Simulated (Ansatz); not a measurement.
A run for Ansatz (a quantum-chemistry and plane-wave program): R-B3LYP/def2-TZVPPD on AsH3 (SMILES [AsH3]) with ghost functions. Files ending in .json are basis or fitting sets from the Basis Set Exchange.

Ansatz 0.2 input:
```yaml
crystal:
  periodic: [false, false, false]
  atoms:
    - {symbol: As, position_ang: [-0.01652219, -0.20099965, -0.24595522]}
    - {symbol: H, position_ang: [-1.13293795, 0.52466262, 0.49771225]}
    - {symbol: H, position_ang: [1.05462639, 0.42673172, 0.63978478]}
    - {symbol: H, position_ang: [-0.13015301, -1.42010948, 0.66334398]}
basis:
  gaussian:
    orbitals: def2-TZVPPD.json
    ghost_atoms:
      - {symbol: H, position_ang: [-0.24285681, 0.04842923, 4.05114946]}
      - {symbol: H, position_ang: [-0.21188945, 0.00993352, 3.30836049]}
hamiltonian:
  xc: {name: B3LYP}
scf: {lower_state_search: off}
```

The head of its log:

```
WARN ansatz: RAYON_NUM_THREADS=1 ignored (pool sized by the plan → 1); use --threads N
Functional definition: B3LYP
these checks for a lower state are left out or cut short: stability, starts, cluster_reference, orbital_swaps, neighbouring_geometries, increment
integrals: 0.04 GiB planned
713 factors; their error is unknown
mean field: 0.42 GiB planned
mean field evaluation 1: about -60890.7310 eV, gradient 1.3e1 eV
mean field evaluation 2: about -60890.9653 eV, gradient 8.2e0 eV
```

**Question.** Predict the final total energy.

**Answer.** -2237.7118 hartree.
